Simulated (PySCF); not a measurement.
CH3F3OSi. Atoms are numbered in the order given.

```xyz
9

Si     1.0139    -0.6951     0.2252
O      2.0514    -0.0497    -0.8916
C     -0.7075     0.1722     0.1126
F     -1.2923     0.0199    -1.0820
F     -0.5956     1.4966     0.3312
F     -1.5525    -0.3116     1.0365
H      0.8274    -2.1256    -0.1125
H      1.4634    -0.4921     1.6321
H      2.3129     0.8700    -0.7872
```
Charge 0, spin multiplicity 1.

Geometry optimised at PBE0-D3(BJ)/def2-SVP. The values are those of a single conformer.

These are PBE/pcSseg-1 run with PySCF values and carry that method's errors.

GIAO shieldings, no solvent; atoms listed in one row are averaged. δ = σ(ref) − σ: ²⁹Si against TMS (σ = 335.4 ppm); ¹⁷O against H2O (σ = 334.3 ppm); ¹³C against TMS (σ = 182.0 ppm); ¹⁹F against CFCl3 (σ = 133.6 ppm); ¹H against TMS (σ = 31.49 ppm), references at their B3LYP-D3(BJ)/def2-TZVP geometries, non-relativistic.

| nucleus | atoms | count | δ (ppm) |
|---|---|---|---|
| ²⁹Si | Si1 | 1 | -30.0 |
| ¹⁷O | O2 | 1 | 18.6 |
| ¹³C | C3 | 1 | 139.9 |
| ¹⁹F | F4, F5, F6 | 3 | -102.3 |
| ¹H | H8 | 1 | 5.31 |
| ¹H | H7 | 1 | 5.06 |
| ¹H | H9 | 1 | 1.36 |
